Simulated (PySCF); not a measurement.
C₂H₃O₂ (SMILES CO[C]=O), doublet, geometry from GFN2-xTB; SVWN5/pcseg-1 (PySCF).

Input for PySCF:
```python
from pyscf import gto, scf, dft

mol = gto.Mole()
mol.atom = '''
    C    -0.933878   -0.065412    0.013184
    O    -0.952587   -1.261701    0.004908
    O    -0.028036    0.834302    0.006372
    C     1.384468    0.450471   -0.017018
    H     1.943523    1.381171   -0.018539
    H     1.612003   -0.142538    0.867617
    H     1.585926   -0.129789   -0.916310
'''
mol.basis = 'pcseg-1'
mol.charge = 0
mol.spin = 1
mol.verbose = 4
mol.build()

mf = dft.UKS(mol)
mf.xc = 'lda,vwn'
mf.kernel()
```

It wrote (shortened):

```
PySCF version 2.14.0

[INPUT] verbose = 4
[INPUT] num. atoms = 7
[INPUT] num. electrons = 31
[INPUT] charge = 0
[INPUT] spin (= nelec alpha-beta = 2S) = 1
[INPUT] symmetry False subgroup None
[INPUT] Mole.unit = angstrom
[INPUT] Symbol           X                Y                Z      unit          X                Y                Z       unit  Magmom
[INPUT]  1 C     -0.933878000000  -0.065412000000   0.013184000000 AA   -1.764773653757  -0.123610765260   0.024914149226 Bohr   0.0
[INPUT]  2 O     -0.952587000000  -1.261701000000   0.004908000000 AA   -1.800128539821  -2.384269341090   0.009274775819 Bohr   0.0
[INPUT]  3 O     -0.028036000000   0.834302000000   0.006372000000 AA   -0.052980361628   1.576602285177   0.012041334866 Bohr   0.0
[INPUT]  4 C      1.384468000000   0.450471000000  -0.017018000000 AA    2.616265348224   0.851266817059  -0.032159359188 Bohr   0.0
[INPUT]  5 H      1.943523000000   1.381171000000  -0.018539000000 AA    3.672726186793   2.610034921192  -0.035033632623 Bohr   0.0
[INPUT]  6 H      1.612003000000  -0.142538000000   0.867617000000 AA    3.046244181977  -0.269357782343   1.639558511017 Bohr   0.0
[INPUT]  7 H      1.585926000000  -0.129789000000  -0.916310000000 AA    2.996965793827  -0.245265663981  -1.731574945200 Bohr   0.0

nuclear repulsion = 113.12157300383
number of shells = 18
number of NR pGTOs = 121
number of NR cGTOs = 71
basis = pcseg-1
ecp = {}

******** <class 'pyscf.dft.uks.UKS'> ********
method = UKS
initial guess = minao
damping factor = 0
level_shift factor = 0
DIIS = <class 'pyscf.scf.diis.CDIIS'>
diis_start_cycle = 1
diis_space = 8
diis_damp = 0
SCF conv_tol = 1e-09
SCF conv_tol_grad = None
SCF max_cycles = 50
direct_scf = True
direct_scf_tol = 1e-13
number electrons alpha = 16  beta = 15
XC library pyscf.dft.libxc version 7.1.2
    S. Lehtola, C. Steigemann, M. J. T. Oliveira, and M. A. L. Marques,  SoftwareX 7, 1–5 (2018)
XC functionals = lda,vwn
    P. A. M. Dirac,  Math. Proc. Cambridge Philos. Soc. 26, 376 (1930)
    F. Bloch,  Z. Phys. 57, 545 (1929)
    S. H. Vosko, L. Wilk, and M. Nusair,  Can. J. Phys. 58, 1200 (1980)
radial grids:
    Treutler-Ahlrichs [JCP 102, 346 (1995); DOI:10.1063/1.469408] (M4) radial grids

becke partition: Becke, JCP 88, 2547 (1988); DOI:10.1063/1.454033
pruning grids: <function nwchem_prune>
grids dens level: 3
symmetrized grids: False
atomic radii adjust function: <function treutler_atomic_radii_adjust>
small_rho_cutoff = 0
Set gradient conv threshold to 3.16228e-05
tot grids = 85824
init E= -227.042426711292

cycle= 1 E= -226.456865041992  delta_E= 0.586  |g|= 0.537  |ddm|= 2.03
cycle= 2 E= -225.591243954061  delta_E= 0.866  |g|= 1.53  |ddm|= 1.33
cycle= 3 E= -226.522020241119  delta_E= -0.931  |g|= 0.339  |ddm|= 1.17
cycle= 4 E= -226.565422989383  delta_E= -0.0434  |g|= 0.0978  |ddm|= 0.298
cycle= 5 E= -226.56878881695  delta_E= -0.00337  |g|= 0.024  |ddm|= 0.09
cycle= 6 E= -226.569065354942  delta_E= -0.000277  |g|= 0.0062  |ddm|= 0.0272
cycle= 7 E= -226.569080834377  delta_E= -1.55e-05  |g|= 0.00191  |ddm|= 0.00551
cycle= 8 E= -226.569082500856  delta_E= -1.67e-06  |g|= 0.000644  |ddm|= 0.00261
cycle= 9 E= -226.569082706247  delta_E= -2.05e-07  |g|= 8.43e-05  |ddm|= 0.000663
cycle= 10 E= -226.569082710067  delta_E= -3.82e-09  |g|= 1.44e-05  |ddm|= 0.000103
cycle= 11 E= -226.569082710178  delta_E= -1.1e-10  |g|= 7.52e-06  |ddm|= 2.07e-05
Extra cycle  E= -226.569082710018  delta_E= 1.6e-10  |g|= 2.19e-05  |ddm|= 2.03e-05
converged SCF energy = -226.569082710018  <S^2> = 0.75140854  2S+1 = 2.001408
```
